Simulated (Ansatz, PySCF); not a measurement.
The pair A = CH4 (SMILES C) (first 5 atoms), B = SiH4 (SMILES [SiH4]); geometry from B3LYP-D3(BJ)/def2-TZVP.
(charge 0, multiplicity 1):
```xyz
10

C      0.049    -0.118    -0.080
H     -0.188     0.905     0.209
H      1.023    -0.393     0.322
H     -0.710    -0.793     0.314
H      0.071    -0.192    -1.167
Si    -0.049     0.118     3.679
H      0.657     1.297     3.132
H     -0.086     0.208     5.156
H      0.665    -1.116     3.279
H     -1.432     0.081     3.154
```

Cores are frozen in the correlated methods. CBS: X⁻³ extrapolation of the correlation energy, Hartree–Fock from the larger set. MP2 and its Hartree–Fock in aug-cc-pV(T+d)Z are density fitted.

Programs: Ansatz (a program for electronic structure); PySCF for the dispersion terms. 

The monomers are drawn apart, rigid, along the line of their centres of mass. Counterpoise-corrected interaction energies (kcal/mol):

```tsv
level	R = 5.275 Å	R = 6.782 Å
PBE-D3(BJ)/def2-TZVPPD	-0.2474	-0.0423
wB97M-V/def2-TZVPPD	-0.1856	-0.0360
MP2/CBS(aug-cc-pV(D+d)Z, aug-cc-pV(T+d)Z) + ΔCCSD(T)/aug-cc-pV(D+d)Z	-0.1734	-0.0346
```

**Question.** R is the distance of the centres of mass. Find the local exponent m of E ∝ R⁻ᵐ between the two points.

**Answer.** 
m = ln(E₁/E₂)/ln(R₂/R₁): PBE-D3(BJ)/def2-TZVPPD 7.0; wB97M-V/def2-TZVPPD 6.5; MP2/CBS(aug-cc-pV(D+d)Z, aug-cc-pV(T+d)Z) + ΔCCSD(T)/aug-cc-pV(D+d)Z 6.4. For scale, two fixed dipoles give m = 3, dipole and quadrupole 4, quadrupoles 5, and dispersion or dipole-induced dipole 6 at long range; at these distances several terms mix, and what is left of overlap and damping shifts m, so it need not match one of them.
